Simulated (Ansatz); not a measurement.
# Energy profile

The step: InHO ([OH][In]) + CH₄ → CH₃In ([CH3][In]) + H₂O; bonds formed: In1–C4, O2–H3; bonds broken: In1–O2, H3–C4 (atoms numbered as in the saddle structure below).

```
atom    x (Å)    y (Å)    z (Å)
 In1   0.5341   1.7091  -0.8202
  O2  -0.6073  -0.1372  -1.5755
  H3  -0.2964  -0.2536  -0.4466
  C4   0.1276  -0.0382   0.9471
  H5  -0.2618  -0.8240  -2.1514
  H6   1.1818  -0.1037   1.2449
  H7  -0.3650   0.6667   1.6278
  H8  -0.3128  -1.0191   1.1740
```

Electronic energies by CCSD(T) at an estimated basis limit (MP2 extrapolated from triple and quadruple zeta, plus CCSD(T) − MP2 in triple zeta), on PBE0-D4/def2-TZVP structures; CH$_{5}$InO, singlet; no counterpoise correction. Ansatz 0.2.0; basis: def2-TZVPP and def2-QZVPP; cores frozen in the correlated methods. Filled d shells of the heavier atoms are correlated. Core potentials replace the inner electrons of the atoms past krypton. The def2 sets are not built for correlating such inner shells, so the correlated values are less sure here. Extrapolation: Hartree–Fock as exp(−7.88 √X), correlation as X^−2.97.

Task: Give the profile in kJ/mol, counted from the separated reactants. (Judge from chemistry; the value comes from the calculation.)

Result: The calculation gives:
```json
{"point": "separated: InHO (linked as [OH][In]; In1, O2, H5; singlet) + CH$_{4}$ (H3, C4, H6, H7, H8; singlet)", "kJ/mol": "0.0"}
{"point": "start structure", "kJ/mol": "-8.1"}
{"point": "saddle", "kJ/mol": "148.2"}
{"point": "end structure", "kJ/mol": "95.4"}
{"point": "separated: CH$_{3}$In (linked as [CH3][In]; In1, C4, H6, H7, H8; singlet) + H$_{2}$O (O2, H3, H5; singlet)", "kJ/mol": "125.5"}
```

The T1 diagnostic stays at or below 0.019.

For scale, one of the runs: CCSD(T)/def2-TZVPP, 182 basis functions, launched by `ansatz run in.yaml --threads 2 --pin off --events-out ev --progress --plain --max-ram 4352MiB`. Hardware: 2 CPU threads of an Arm Neoverse V2, shared host. Wall time 58 s; peak host memory 2 GiB.
